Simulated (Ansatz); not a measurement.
Steps of a relaxation of C₂H₅NOSi (`N=C=C(O)[SiH3]`) with RKS PBE-D4/def2-SVP.

```sh
$ ansatz run in.yaml --threads 4 --pin off --events-out ev --progress --plain --max-ram 10444MiB
```

```yaml
crystal:
  periodic: [false, false, false]
  atoms:
    - {symbol: N, position_ang: [-1.174800, 1.913100, 0.995500]}
    - {symbol: C, position_ang: [-0.631100, 1.150700, 0.373500]}
    - {symbol: C, position_ang: [0.001900, 0.280700, -0.331700]}
    - {symbol: O, position_ang: [0.547400, 0.704300, -1.567500]}
    - {symbol: Si, position_ang: [0.325300, -1.378700, 0.368200]}
    - {symbol: H, position_ang: [-1.300400, 2.848800, 0.449800]}
    - {symbol: H, position_ang: [0.981200, -0.037400, -1.985600]}
    - {symbol: H, position_ang: [1.136500, -2.132300, -0.625100]}
    - {symbol: H, position_ang: [-0.940900, -2.086200, 0.675000]}
    - {symbol: H, position_ang: [1.137900, -1.314100, 1.650900]}
basis:
  gaussian: {orbitals: def2-SVP}
hamiltonian: {xc: pbe, dispersion: d4}
relax: {f_tol: 0.03, max_steps: 200}
```

Positions (Å) and forces (eV/Å) along the path, 14 of 20 steps:

```xyz
10
step=1 energy=-13548.5292 eV
N    -1.175    1.913    0.996   -5.681   11.165    5.049
C    -0.631    1.151    0.373    4.518   -6.618   -4.949
C     0.002    0.281   -0.332    1.635   -2.469   -2.265
O     0.547    0.704   -1.567   -0.032    1.071    0.013
Si    0.325   -1.379    0.368    0.174   -0.071    0.743
H    -1.300    2.849    0.450   -0.703   -1.603    1.877
H     0.981   -0.037   -1.986    0.340   -0.790   -0.181
H     1.137   -2.132   -0.625    0.122   -0.159   -0.348
H    -0.941   -2.086    0.675   -0.300   -0.396    0.134
H     1.138   -1.314    1.651   -0.073   -0.128   -0.073
10
step=2 energy=-13549.7386 eV
N    -1.104    2.046    1.060    0.567    2.257   -0.731
C    -0.583    1.184    0.359   -0.203    0.230    0.013
C    -0.005    0.251   -0.387    0.164   -0.201   -1.122
O     0.622    0.698   -1.582    0.173    0.248    0.664
Si    0.317   -1.397    0.377   -0.069   -0.494    0.235
H    -1.490    2.870    0.486   -0.723   -1.491    1.140
H     1.013   -0.077   -2.008    0.186   -0.343   -0.005
H     1.124   -2.146   -0.645    0.033   -0.112   -0.120
H    -0.945   -2.140    0.693   -0.089   -0.121    0.038
H     1.134   -1.341    1.652   -0.040    0.027   -0.112
10
step=3 energy=-13550.2669 eV
N    -0.968    2.163    1.056    1.061   -0.222   -0.967
C    -0.548    1.232    0.338   -0.361    0.369    0.399
C    -0.054    0.243   -0.426    0.354    0.938   -0.349
O     0.684    0.698   -1.555   -0.012   -0.312    0.517
Si    0.294   -1.402    0.370   -0.027   -0.437    0.119
H    -1.636    2.751    0.531   -0.874   -0.183    0.455
H     1.030   -0.097   -1.995    0.051   -0.097    0.004
H     1.115   -2.153   -0.649   -0.065   -0.062   -0.051
H    -0.959   -2.156    0.699   -0.059   -0.074    0.004
H     1.125   -1.331    1.635   -0.068    0.082   -0.129
10
step=4 energy=-13550.4699 eV
N    -0.869    2.250    1.015   -1.090    0.205   -1.234
C    -0.502    1.281    0.322   -0.147    0.074    0.097
C    -0.026    0.268   -0.421    0.543    0.881   -0.008
O     0.724    0.685   -1.549   -0.125   -0.417    0.258
Si    0.278   -1.409    0.366    0.080   -0.147    0.059
H    -1.788    2.651    0.600    0.984   -0.533    0.971
H     1.036   -0.126   -1.991   -0.020   -0.028   -0.012
H     1.094   -2.164   -0.656   -0.092   -0.038   -0.034
H    -0.976   -2.163    0.694   -0.068   -0.022   -0.022
H     1.113   -1.324    1.623   -0.066    0.025   -0.075
10
step=6 energy=-13550.6533 eV
N    -0.936    2.304    0.926   -0.164   -0.029   -0.147
C    -0.443    1.348    0.307   -0.078   -0.138   -0.233
C     0.201    0.356   -0.325   -0.191    0.180   -0.219
O     0.798    0.663   -1.560    0.190   -0.383   -0.056
Si    0.313   -1.392    0.387    0.026    0.115    0.000
H    -1.936    2.497    0.680    0.306   -0.133    0.230
H     0.965   -0.180   -2.040   -0.126    0.333    0.343
H     0.996   -2.209   -0.690   -0.012    0.066    0.057
H    -1.019   -2.039    0.679    0.042    0.107    0.005
H     1.144   -1.400    1.640    0.006   -0.118    0.020
10
step=8 energy=-13550.6978 eV
N    -0.944    2.289    0.905   -0.105   -0.137    0.078
C    -0.464    1.343    0.264   -0.138    0.064   -0.165
C     0.188    0.359   -0.360    0.129    0.045    0.014
O     0.879    0.654   -1.540    0.052   -0.173   -0.039
Si    0.320   -1.368    0.392   -0.022    0.007    0.038
H    -1.957    2.452    0.728    0.117    0.030    0.040
H     0.951   -0.181   -2.041   -0.022    0.114    0.048
H     0.972   -2.197   -0.688   -0.024    0.003    0.004
H    -1.029   -1.960    0.707    0.008    0.027    0.017
H     1.167   -1.443    1.636    0.006    0.020   -0.036
10
step=9 energy=-13550.7164 eV
N    -0.973    2.244    0.913    0.036   -0.169    0.035
C    -0.473    1.330    0.240   -0.092    0.145   -0.127
C     0.215    0.365   -0.376    0.118    0.006    0.042
O     0.955    0.660   -1.525   -0.025   -0.234   -0.025
Si    0.322   -1.354    0.397   -0.099   -0.035   -0.021
H    -1.980    2.410    0.733   -0.012    0.035    0.008
H     0.955   -0.156   -2.068    0.018    0.197    0.084
H     0.910   -2.221   -0.692   -0.035    0.001    0.033
H    -1.046   -1.876    0.760    0.061    0.019    0.010
H     1.197   -1.452    1.620    0.031    0.034   -0.039
10
step=11 energy=-13550.7421 eV
N    -1.040    2.166    0.917    0.150   -0.234   -0.092
C    -0.495    1.311    0.198   -0.055    0.188    0.060
C     0.252    0.374   -0.392    0.122    0.040   -0.051
O     1.098    0.679   -1.467   -0.240   -0.442   -0.042
Si    0.307   -1.342    0.393   -0.090   -0.092   -0.016
H    -2.038    2.339    0.712   -0.085    0.052   -0.042
H     1.033   -0.091   -2.077    0.101    0.363    0.196
H     0.717   -2.293   -0.717   -0.063    0.084    0.114
H    -1.058   -1.736    0.917    0.173    0.049   -0.043
H     1.308   -1.458    1.518   -0.014   -0.009   -0.083
10
step=12 energy=-13550.7627 eV
N    -1.112    2.109    0.908   -0.143    0.317   -0.063
C    -0.512    1.304    0.186   -0.007   -0.174    0.085
C     0.267    0.376   -0.372    0.089   -0.027   -0.151
O     1.159    0.702   -1.395    0.011   -0.122    0.037
Si    0.302   -1.346    0.393   -0.047   -0.054   -0.005
H    -2.081    2.334    0.610    0.042   -0.090    0.100
H     1.122   -0.030   -2.042    0.025    0.078    0.063
H     0.521   -2.317   -0.747   -0.019    0.020    0.050
H    -1.006   -1.651    1.077    0.060    0.032   -0.037
H     1.424   -1.532    1.386   -0.011    0.021   -0.078
10
step=13 energy=-13550.7584 eV rejected
N    -1.141    2.146    0.836   -0.645   -0.153   -0.087
C    -0.555    1.285    0.165    0.248    0.075    0.012
C     0.283    0.374   -0.346   -0.041   -0.019    0.050
O     1.225    0.722   -1.311   -0.050    0.057   -0.008
Si    0.290   -1.356    0.394    0.160   -0.228    0.052
H    -2.149    2.280    0.575    0.466    0.091    0.061
H     1.223    0.028   -1.996   -0.032   -0.063   -0.006
H     0.331   -2.349   -0.767   -0.024    0.169    0.217
H    -0.965   -1.582    1.215    0.220    0.040   -0.114
H     1.539   -1.600    1.239   -0.302    0.029   -0.175
10
step=14 energy=-13550.7761 eV
N    -1.136    2.121    0.877   -0.059   -0.006   -0.091
C    -0.529    1.296    0.179   -0.009    0.031    0.070
C     0.279    0.378   -0.362   -0.019   -0.052   -0.023
O     1.195    0.712   -1.360   -0.004   -0.015    0.019
Si    0.298   -1.351    0.390    0.007    0.009   -0.025
H    -2.118    2.311    0.597    0.090   -0.034    0.014
H     1.177   -0.006   -2.021   -0.014    0.023    0.051
H     0.423   -2.337   -0.748   -0.011    0.024    0.011
H    -0.978   -1.611    1.142    0.008    0.022   -0.002
H     1.472   -1.564    1.309    0.011   -0.001   -0.024
10
step=17 energy=-13550.7825 eV
N    -1.185    2.118    0.840   -0.030   -0.020   -0.028
C    -0.542    1.290    0.179   -0.001    0.009    0.016
C     0.295    0.380   -0.332   -0.057    0.011    0.044
O     1.244    0.723   -1.291    0.032    0.047   -0.042
Si    0.297   -1.355    0.390    0.008   -0.067    0.022
H    -2.157    2.289    0.522    0.062   -0.010   -0.005
H     1.226    0.030   -1.978   -0.006   -0.007    0.007
H     0.273   -2.335   -0.763   -0.004    0.025    0.034
H    -0.919   -1.559    1.253    0.034    0.007   -0.021
H     1.550   -1.630    1.184   -0.037    0.008   -0.026
10
step=18 energy=-13550.7832 eV
N    -1.192    2.116    0.836   -0.060    0.038   -0.005
C    -0.544    1.289    0.182    0.028   -0.017   -0.008
C     0.297    0.382   -0.326   -0.008   -0.032   -0.001
O     1.246    0.731   -1.286   -0.003    0.014    0.008
Si    0.298   -1.358    0.390    0.007   -0.005   -0.001
H    -2.159    2.290    0.505    0.044   -0.016    0.012
H     1.234    0.035   -1.969   -0.003    0.000    0.003
H     0.251   -2.336   -0.760    0.000    0.002   -0.006
H    -0.905   -1.558    1.267   -0.004    0.009    0.003
H     1.558   -1.642    1.165   -0.002    0.007   -0.005
10
step=20 energy=-13550.7834 eV
N    -1.199    2.116    0.829   -0.017    0.016    0.003
C    -0.546    1.287    0.183    0.008   -0.006    0.001
C     0.298    0.380   -0.320    0.005   -0.010   -0.004
O     1.253    0.735   -1.274   -0.004    0.002    0.001
Si    0.298   -1.361    0.389    0.000   -0.001    0.002
H    -2.163    2.287    0.490    0.008   -0.003    0.002
H     1.240    0.043   -1.962    0.003    0.002   -0.004
H     0.228   -2.336   -0.762   -0.001   -0.001    0.001
H    -0.894   -1.550    1.285    0.001   -0.001   -0.001
H     1.568   -1.652    1.144   -0.002    0.001    0.000
```

Hardware: 4 threads of an Intel Xeon Platinum 8488C on a shared host. Wall time 14 s, peak host memory 0.17 GiB.
